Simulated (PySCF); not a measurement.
**Dipole moment and polarisability of `FC(C(Cl)Cl)C(Cl)Cl`**

C3H3Cl4F.
SMILES with atom numbers: `[F:1][CH:2]([CH:3]([Cl:4])[Cl:5])[CH:6]([Cl:7])[Cl:8]` (hydrogens: H9 on C2; H10 on C3; H11 on C6)

Structure used (GFN2-xTB), in Å, numbered top down from 1:
```
atom  x, y, z in Å
F1    -0.550    0.838    1.457
C2    -0.099   -0.110    0.582
C3     1.245    0.370    0.026
Cl4    1.832   -0.766   -1.199
Cl5    2.424    0.487    1.348
C6    -1.141   -0.329   -0.519
Cl7   -2.666   -0.878    0.209
Cl8   -1.410    1.170   -1.432
H9     0.028   -1.039    1.153
H10    1.149    1.357   -0.432
H11   -0.808   -1.095   -1.221
```

Level: PBE0/def2-SVPD (PySCF), static field, nuclei fixed, core orbitals frozen in the response. The polarisability tensor in these axes (au):

```
x   104.19   3.68   3.33
y     3.68  83.32  -0.41
z     3.33  -0.41  91.13
```

Question: Diagonalise the tensor; give its mean and Δα, where Δα² is half the sum of the squared differences of the eigenvalues.

Answer: Principal values 82.57, 90.53 and 105.54 au; mean 92.88 au = 13.76 Å³ = 15.31 × 10⁻⁴⁰ C²·m²/J; Δα = 20.20 au (22 % of the mean).

Question: What is the dipole moment, and where does it point?

Answer: (0.56, -0.92, -0.85) D, 1.37 D in size, pointing from the negative to the positive side. Measured along this direction, the outermost atoms are F1 at the negative end and Cl4 at the positive end.

Question: Refractivity n − 1 of an ideal gas of it at 350 K and 1 atm, from the electronic α?

Answer: N = p/kT = 2.0968 × 10¹⁹ cm⁻³, so n − 1 = 2π × N × 13.76 × 10⁻²⁴ cm³ = 1813 × 10⁻⁶ at long wavelengths, for an ideal gas.

Question: Find the Langevin capture rate constant for NO+ (29.998 u) meeting this molecule (197.897 u), k = 2.342 × 10⁻⁹ cm³/s × √(α in Å³ / reduced mass in u).

Answer: The reduced mass is 26.05 u, so k = 1.70 × 10⁻⁹ cm³/s. The formula leaves out the permanent dipole, which adds to the capture rate.

Question: Directions of the eigenvectors, and the extent of the frame along each?

Answer: Largest value along (0.96, 0.16, 0.22), where the nuclei span 5.36 Å; middle along (-0.19, -0.15, 0.97), 2.79 Å; least along (-0.18, 0.98, 0.12), 2.46 Å. The response follows the extents in order.

Question: Orientational against electronic polarisability at 250 K (dilute gas, rigid molecules)?

Answer: In Gaussian units μ²/3kT = 18.12 Å³ against 13.76 Å³, a ratio of 1.32; the Debye molar polarisation (4π/3)N_A(α + μ²/3kT) is 80.4 cm³/mol, leaving out the vibrational part.

The structure is a single GFN2-xTB conformer in the gas phase; no vibrational or solvent corrections.
